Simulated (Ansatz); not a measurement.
The first iterations of a band of H2 + H3InO3 (9 atoms, charge 0, multiplicity 1).

Computed with RHF/def2-SVP (Ansatz).

```json
{
 "movable images": "5",
 "climbing image": "yes",
 "spring": "5.0 eV/Å²",
 "optimiser": "quadratic models (default)",
 "start path": "through a guess of the saddle point",
 "force threshold": "0.05 eV/Å",
 "iteration limit": "60",
 "end points": "relaxed"
}
```

First end point:

```xyz
9
Properties=species:S:1:pos:R:3
In -0.102 -0.487 -0.086
O 0.014 -0.547 1.889
H -0.766 -0.596 2.418
O 1.576 -0.489 -1.107
H 2.387 -0.518 -0.624
O -1.821 -0.453 -1.045
H -2.632 -0.454 -0.563
H 0.183 2.720 0.992
H 0.204 2.194 1.523
```

Last end point:

```xyz
9
Properties=species:S:1:pos:R:3
In 0.134 0.815 -0.253
O -0.050 0.153 2.011
H -0.876 -0.294 1.819
O 1.659 -0.219 -1.003
H 1.666 -1.160 -0.928
O -1.560 -0.286 -0.063
H -1.894 -0.841 -0.749
H 0.120 2.531 -0.234
H -0.155 0.671 2.797
```

| iteration | highest image above the first end (eV) | largest band force component (eV/Å) |
| --- | --- | --- |
| 1 | 2.524 | 16.728 |
| 2 | 1.394 | 5.623 |
| 3 | 1.074 | 1.818 |
| 4 | 0.907 | 0.711 |
| 5 | 1.386 | 4.326 |
| 6 | 0.704 | 1.353 |
| 7 | 0.573 | 1.063 |
| 8 | 0.381 | 0.679 |
| 9 | 0.454 | 6.752 |
| 10 | 0.221 | 0.298 |
| 11 | 0.409 | 1.179 |
| 12 | 0.436 | 1.181 |
| 13 | 0.607 | 1.228 |

Q: Does the band converge within its limit, and where does its top end?

A: The forces met the threshold. It ended after 39 iterations with the highest image 1.093 eV above the first end. Beside the main top the profile has a ripple of under 15 meV (maxima at images 1, 4), which may be a very shallow well or noise. Neighbouring images differ by up to 2.2 eV, so the band resolves the path poorly. A vibrational analysis at the climbing image gives one clearly imaginary mode, 1711i cm⁻¹: a first-order saddle point. The orbitals stay closed-shell, which can raise the energy where a bond breaks towards radicals; this wasn't checked here.

Time of the run: 8.4 min on 1 thread of Arm Neoverse V1, with other jobs on the host, peak memory 0.19 GiB.
